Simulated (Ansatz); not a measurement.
A single point on CH₇BFNOSi.

```yaml
crystal:
  periodic: [false, false, false]
  atoms:
    - {symbol: B, position_ang: [-0.319376, -1.302695, 0.272087]}
    - {symbol: C, position_ang: [-1.171260, -0.133314, -0.469063]}
    - {symbol: F, position_ang: [-0.919263, -0.047429, -1.869200]}
    - {symbol: Si, position_ang: [0.030704, 1.019401, 0.341732]}
    - {symbol: N, position_ang: [1.116302, -0.440355, 0.405243]}
    - {symbol: O, position_ang: [0.665451, 2.240568, -0.538770]}
    - {symbol: H, position_ang: [-0.722814, -1.408641, 1.412629]}
    - {symbol: H, position_ang: [-0.141139, -2.345276, -0.301912]}
    - {symbol: H, position_ang: [-2.245790, -0.099836, -0.310222]}
    - {symbol: H, position_ang: [-0.130963, 1.475637, 1.737107]}
    - {symbol: H, position_ang: [1.701922, -0.568271, -0.412451]}
    - {symbol: H, position_ang: [1.673235, -0.626420, 1.229088]}
    - {symbol: H, position_ang: [0.483293, 2.201632, -1.481669]}
basis:
  gaussian: {orbitals: def2-QZVPP}
correlation: {method: mp2}
```

```sh
$ ansatz run in.yaml --threads 2 --pin off --events-out ev --progress --plain --max-ram 22528MiB --backend cuda --devices 0, --max-vram 18GiB
```

Output, abridged:

```
Functional definition: HF
  name "HF"
  cite "Fock, Z. Phys. 61, 126 (1930) doi:10.1007/BF01340294"
  parent pbe
  exchange = exact_x
  correlation = 0
3395 factors; integrals over basis functions are off by at most 1.0e-3 eV
mean field evaluation 1: about -15900.3157 eV, gradient 5.0e1 eV
mean field evaluation 2: about -15900.4845 eV, gradient 5.0e1 eV
mean field evaluation 4: about -15905.8995 eV, gradient 4.7e0 eV
mean field evaluation 8: about -15905.9767 eV, gradient 3.1e-1 eV
mean field -15905.97711653 eV, -584.5338775741 hartree, gradient 2.5e-6 eV, S^2 0.000000; 0 other end points of the search recorded, 0 dependent functions left out
10 core orbitals not correlated: weight in the atoms' cores, before any rotation towards them, 1.000 or more for the frozen orbitals, at most 0.000 for the correlated occupied ones
reference -15905.97711653 eV, -584.5338775741 hartree; 18, 18 occupied and 537, 537 virtual orbitals, 3395 factors
second order -32.57526655 eV of doubles, -0.00000000 eV of singles
Total energy: -15938.55238309 eV, -585.7309965397 hartree
```

It took 5.5 s on 2 threads of an AMD EPYC 7R13 on a shared host and a share of an NVIDIA H100 80 GB, with 1.2 GiB of host memory at the peak.
